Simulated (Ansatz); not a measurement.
Program: Ansatz. Geometries: PBE0-D4/def2-TZVP. ΔE: electronic, gas phase. CBS: MP2 limit from def2 TZ/QZ plus the TZ coupled-cluster correction, frozen cores. This one scheme is used for every species. Functionals use def2-TZVPP. def2 core potentials past Kr. For I outer-core shells are correlated without core-valence functions, which leaves a few kJ/mol of doubt a bond. Each species was taken in one conformer, which may not be the lowest.

`F[CH2][AlH][I]` + H₂ → `[AlH2][I]` + `CF`  (hydrogenolysis of the Al–C bond)

| level | ΔE (kJ/mol) |
| --- | --- |
| PBE0-D4 | -42.1 |
| r2SCANh | -41.4 |
| CCSD(T)/def2-SVP | -57.6 |
| HF/CBS(def2) | -72.5 |

Task: What does CCSD(T)/CBS give? (An estimate is asked.)

Result: Computed: -42.3 kJ/mol. The listed levels differ from it by 0.2, 0.9, -15.3, -30.2 kJ/mol.

Largest T1 diagnostic among the species: 0.010.

From BLYP to BHLYP (50 % exact exchange), in def2-TZVPP and without D4, ΔE moves by −12.8 kJ/mol. At CCSD(T), def2-SVP lies −15.2 kJ/mol from the extrapolated value and def2-TZVPP −3.6 kJ/mol.
